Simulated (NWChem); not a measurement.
# NaF; SMILES [F][Na]

```xyz
2

Na     0.0000     0.0000    -0.8567
F      0.0000     0.0000     1.0316
```
Atoms are numbered in this order, from 1.

Level: PBE0/def2-SVP (NWChem), optimised geometry, unscaled harmonic frequencies. 

Problem. List the harmonic frequencies with IR intensities, and the thermochemistry.

Solution. 
```json
[
 {"frequency (cm⁻¹)": "600", "IR intensity (km/mol)": "34.5"}
]
```

| Item | Value |
|---|---|
| zero-point energy | 0.9 kcal/mol |
| thermal correction to the enthalpy at 298.15 K (with zero-point energy) | 3.0 kcal/mol |
| heat capacity Cv | 6.0 cal/(mol K) |
| entropy at 298.15 K and 1 atm (symmetry number 1) | 51.7 cal/(mol K) |
| dipole moment | 7.32 D |

Rigid rotor and harmonic oscillator.
